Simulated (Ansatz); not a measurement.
A run for Ansatz (an electronic-structure program): U-B3LYP/def2-TZVPP on CH6OSn (SMILES C[O][SnH3]), a point of a bond scan (R = 4.628 Å). Elements past Kr take the def2 small-core potentials; no spin–orbit coupling.

Ansatz 0.2 input:
```yaml
crystal:
  periodic: [false, false, false]
  atoms:
    - {symbol: Sn, position_ang: [0.56358742, -0.14212840, 0.07113681]}
    - {symbol: O, position_ang: [-1.10911916, 0.87441601, -0.23959734]}
    - {symbol: C, position_ang: [-2.34967075, 0.19758908, -0.23043021]}
    - {symbol: H, position_ang: [0.87408456, -3.35712980, -3.24374615]}
    - {symbol: H, position_ang: [1.77657773, 1.04855157, -0.02640541]}
    - {symbol: H, position_ang: [0.44542760, -0.86791309, 1.61958641]}
    - {symbol: H, position_ang: [-2.55889749, -0.28012433, 0.73608768]}
    - {symbol: H, position_ang: [-2.41218816, -0.57268664, -1.01075683]}
    - {symbol: H, position_ang: [-3.13789932, 0.93059938, -0.41939475]}
basis:
  gaussian:
    orbitals: def2-TZVPP
hamiltonian:
  xc: {name: B3LYP}
magnetization: {spin_polarized: true, initial_magnetization: 0}
```

The head of its log:

```
WARN ansatz: RAYON_NUM_THREADS=1 ignored (pool sized by the plan → 1); use --threads N
Functional definition: B3LYP
integrals: 0.09 GiB planned
1117 factors; their error is unknown
mean field: 1.11 GiB planned
mean field evaluation 1: about -9000.3538 eV, gradient 4.5e1 eV
mean field evaluation 2: about -8937.4980 eV, gradient 1.2e2 eV
```

Problem. Predict the final total energy.

Solution. -331.2208 hartree. Its determinant has ⟨S²⟩ = 0.99, a mixture of spin states.
